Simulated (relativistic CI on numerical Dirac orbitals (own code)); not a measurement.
## Energy levels of Te XLIX

Computed by Dirac-Coulomb-Breit CI, KLI orbitals optimised for each configuration, model QED (radiative potential, 1s self-energy scaled to tabulated hydrogen-like ionisation energies), unscaled Slater integrals (own radial code, finite nucleus).

CI space (outside the closed core 1s2): 2s², 2s2p, 2p², 2p3s, 2p3p, 2s3s, 2s3p, 2s3d, 2s4s, 2s4p, 2s4d, 2s4f, 2s5s, 3s², 2s5p, 2s5d, 2s5f, 2s5g, 3s3p, 3p². Levels of other configurations are missing.

```csv
No.,Configuration,Term,J,E (Ry),%,jj configuration (%)
1,2s²,¹S,0,0.000,98,closed (98)
2,2s2p,³P°,0,7.299,100,2s 2p1/2 (100)
3,2s2p,³P°,1,8.907,77,2s 2p1/2 (99)
4,2p²,³P,0,21.140,71,2p1/2^2 (98)
5,2s2p,³P°,2,30.060,100,2s 2p3/2 (100)
6,2s2p,¹P°,1,34.646,77,2s 2p3/2 (99)
7,2p²,³P,1,41.874,100,2p1/2 2p3/2 (100)
8,2p²,¹D,2,42.999,62,2p1/2 2p3/2 (100)
9,2p²,³P,2,65.291,62,2p3/2^2 (100)
10,2p²,¹S,0,68.768,72,2p3/2^2 (99)
11,2s3s,³S,1,366.067,100,2s 3s (100)
12,2s3s,¹S,0,367.570,99,2s 3s (99)
13,2s3p,³P°,0,369.646,100,2s 3p1/2 (100)
14,2s3p,³P°,1,369.713,67,2s 3p1/2 (99)
15,2p3s,³P°,1,374.831,46,2p1/2 3s (70)
16,2p3s,³P°,0,375.364,100,2p1/2 3s (100)
17,2s3p,³P°,2,376.332,100,2s 3p3/2 (100)
18,2p3p,³D,1,377.086,49,2p1/2 3p1/2 (65)
19,2s3p,¹P°,1,377.339,51,2s 3p3/2 (70)
20,2s3d,³D,2,378.316,83,2s 3d3/2 (93)
21,2s3d,³D,1,378.547,65,2s 3d3/2 (65)
22,2p3p,³P,0,379.940,70,2p1/2 3p1/2 (99)
23,2s3d,³D,3,379.968,100,2s 3d5/2 (100)
24,2s3d,¹D,2,380.899,82,2s 3d5/2 (91)
25,2p3p,³P,1,385.206,47,2p1/2 3p3/2 (100)
26,2p3p,³D,2,385.358,54,2p1/2 3p3/2 (97)
27,2p3s,³P°,2,398.497,100,2p3/2 3s (100)
28,2p3s,¹P°,1,399.057,68,2p3/2 3s (99)
29,2p3p,³P,1,401.663,53,2p3/2 3p1/2 (100)
30,2p3p,³D,2,401.824,44,2p3/2 3p1/2 (99)
31,2p3p,³D,3,407.562,100,2p3/2 3p3/2 (100)
32,2p3p,¹P,1,407.605,52,2p3/2 3p3/2 (100)
33,2p3p,³P,2,409.117,63,2p3/2 3p3/2 (100)
34,2p3p,¹S,0,410.513,70,2p3/2 3p3/2 (100)
35,2s4s,³S,1,492.044,100,2s 4s (100)
36,2s4s,¹S,0,492.594,100,2s 4s (100)
37,2s4p,³P°,0,493.430,100,2s 4p1/2 (100)
38,2s4p,³P°,1,493.473,69,2s 4p1/2 (100)
39,2s4p,³P°,2,496.223,100,2s 4p3/2 (100)
40,2s4p,¹P°,1,496.349,69,2s 4p3/2 (100)
41,2s4d,³D,1,496.929,100,2s 4d3/2 (100)
42,2s4d,³D,2,497.036,79,2s 4d3/2 (96)
43,2s4d,³D,3,497.753,100,2s 4d5/2 (100)
44,2s4d,¹D,2,498.068,79,2s 4d5/2 (96)
45,2s4f,³F°,2,498.208,100,2s 4f5/2 (100)
46,2s4f,³F°,3,498.223,66,2s 4f5/2 (99)
47,2s4f,³F°,4,498.597,100,2s 4f7/2 (100)
48,2s4f,¹F°,3,498.664,66,2s 4f7/2 (99)
49,2s5s,³S,1,549.390,100,2s 5s (100)
50,2s5s,¹S,0,549.642,100,2s 5s (100)
51,2s5p,³P°,0,550.083,100,2s 5p1/2 (100)
52,2s5p,³P°,1,550.103,69,2s 5p1/2 (100)
53,2s5p,³P°,2,551.505,100,2s 5p3/2 (100)
54,2s5p,¹P°,1,551.564,69,2s 5p3/2 (100)
55,2s5d,³D,1,551.862,100,2s 5d3/2 (100)
56,2s5d,³D,2,551.912,77,2s 5d3/2 (97)
57,2s5d,³D,3,552.285,100,2s 5d5/2 (100)
58,2s5d,¹D,2,552.425,77,2s 5d5/2 (97)
59,2s5f,³F°,2,552.499,100,2s 5f5/2 (100)
60,2s5f,³F°,3,552.511,69,2s 5f5/2 (99)
61,2s5f,³F°,4,552.699,100,2s 5f7/2 (100)
62,2s5f,¹F°,3,552.741,69,2s 5f7/2 (99)
63,2s5g,³G,4,552.745,56,2s 5g7/2 (100)
64,2s5g,³G,3,552.750,100,2s 5g7/2 (100)
65,2s5g,³G,5,552.868,100,2s 5g9/2 (100)
66,2s5g,¹G,4,552.874,56,2s 5g9/2 (100)
```

Energies count from the lowest computed level; ° marks odd parity. Filled j subshells are mostly left out of the jj labels.

The mean weight of the leading LS term, summed over parents, in these 66 levels is 81 %, and that of the leading jj configuration (from the same eigenvectors) 97 %, so jj coupling describes them better and the LS labels are nominal.

At this charge energies of transitions that change n are usually good to better than 1 %, and those within a shell (Δn = 0) to a few per cent.

LS names give the leading component of a level, which can be under half, so a name can repeat, a term be missing and a line seem to break the LS rules.
